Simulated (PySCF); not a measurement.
C5H3F. Atoms are numbered in the order given.

```xyz
9

C      0.1381     0.9482    -2.2385
C     -0.0925     0.3222    -1.2160
C     -0.3997    -0.4421     0.0000
F      0.2926    -1.6571     0.0000
C     -0.0925     0.3222     1.2160
C      0.1381     0.9482     2.2385
H      0.3527     1.5061    -3.1397
H     -1.4889    -0.6903     0.0000
H      0.3527     1.5061     3.1397
```
Charge 0, spin multiplicity 1.

Coordinates come from a PBE-D3(BJ)/def2-SVP optimisation.

All values below come from PBE-D3(BJ)/def2-SVP (PySCF).

No scaling factor is applied to the harmonic values.

Computed harmonic wavenumbers and intensities:
| mode | ν (cm⁻¹) | IR (km/mol) | moving atoms (share of kinetic energy) |
|---|---|---|---|
| 1 | 121 | 1.7 | C 74 %, H 17 %, F 9 % |
| 2 | 195 | 3.5 | C 68 %, F 17 %, H 15 % |
| 3 | 216 | 0.8 | C 53 %, F 36 %, H 11 % |
| 4 | 311 | 1.8 | C 86 %, H 14 % |
| 5 | 482 | 10.8 | C 75 %, F 20 % |
| 6 | 531 | 5.9 | C 90 % |
| 7 | 593 | 4.4 | C 66 %, F 30 % |
| 8 | 651 | 17.9 | H 79 %, C 21 % |
| 9 | 653 | 56.3 | H 78 %, C 22 % |
| 10 | 693 | 4.6 | H 77 %, C 23 % |
| 11 | 694 | 48.6 | H 77 %, C 23 % |
| 12 | 868 | 18.6 | C 85 %, H 9 % |
| 13 | 1019 | 152.8 | C 65 %, F 28 % |
| 14 | 1023 | 43.3 | C 64 %, H 35 % |
| 15 | 1262 | 53.7 | H 58 %, C 41 % |
| 16 | 1263 | 13.8 | H 84 %, C 14 % |
| 17 | 2171 | 7.0 | C 91 %, H 9 % |
| 18 | 2172 | 12.6 | C 91 %, H 9 % |
| 19 | 2929 | 8.8 | H 92 % |
| 20 | 3405 | 100.0 | H 86 %, C 14 % |
| 21 | 3406 | 31.9 | H 86 %, C 14 % |
